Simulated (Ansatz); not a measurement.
Species: H6B2Si, SMILES `B[SiH2]B` (charge 0, multiplicity 1).

Question: Give a relaxed geometry from B3LYP-D3(BJ)/def2-TZVP in Ansatz (an electronic-structure program).

Answer: Several could match; the one computed here: the end point of this relaxation, one of several conformers (outside a Z-matrix the atoms follow the SMILES, hydrogens last).
Cartesian coordinates (Å) in one orientation:
```xyz
9

B     -1.589     0.211    -0.050
Si     0.121    -0.820     0.186
B      1.464     0.642     0.505
H     -2.267     0.494     0.888
H     -1.923     0.607    -1.122
H      0.453    -1.607    -1.031
H      0.040    -1.742     1.349
H      1.667     1.056     1.603
H      2.034     1.159    -0.404
```
